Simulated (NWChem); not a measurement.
Species: SiH cation, singlet

```xyz
2

Si     0.0000     0.0000    -0.1017
H      0.0000     0.0000     1.4238
```
Atoms are numbered in this order, from 1.

Results from NWChem. Low-valent species are run as closed-shell singlets; no triplet was tried in these runs. Geometry: optimised at PBE0/def2-SVP. Level PBE/def2-TZVP: energy and gradient; each run changes one setting, and changes count from the defaults (medium grid, exact Coulomb integrals, symmetry on).

```csv
setting,size of the energy change (μHa),largest change of a gradient component (μHa/bohr)
defaults,< 10,< 30
symmetry off,< 10,other frame
Becke weights,< 10,< 30
"Coulomb fitting, Weigend set",100,80
"Coulomb fitting, Ahlrichs set",100,60
tight SCF thresholds and tolerances,< 10,< 30
```
